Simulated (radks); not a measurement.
Values are calculated unless marked as measured or tabulated.
Q: These are the eigenvalues of the occupied orbitals of an atom or ion with whole-number occupations (hartree). Code: a radial shooting solver on a logarithmic mesh with Libxc functionals. Model: Dirac Kohn-Sham, Wu-Cohen GGA, spin-unpolarised, spherical densities, finite nucleus; Fermi nuclear charge, rms radius of each element as measured or else 0.836 A^(1/3) + 0.57 fm.

1s1/2: -3338.712
2s1/2: -611.5351
2p1/2: -588.5264
2p3/2: -503.2559
3s1/2: -158.5398
3p1/2: -148.0687
3p3/2: -128.9518
3d3/2: -111.6768
3d5/2: -107.6179
4s1/2: -47.28210
4p1/2: -42.70511
4p3/2: -37.95243
4d3/2: -30.46781
4d5/2: -29.57262
4f5/2: -19.82717
4f7/2: -19.61526
5s1/2: -18.94435
5p1/2: -17.19356
5p3/2: -15.99115

Which element is it, and in what charge state? The configuration may be excited. Open shells, if any, fill j = l - 1/2 first.

A: Z = 83, bismuth, charge +18: Bi18+ in [Kr] 4d10 4f14 5s2 5p3. The list shows which subshells hold electrons but not how many an open one holds; the 1s level, -3338.7 hartree, gives Z - s = 81.7 by -(Z - s)^2/2, which with screening and relativity narrows Z to a few neighbours, and the depths of the outer levels then fix element, charge and occupations together.
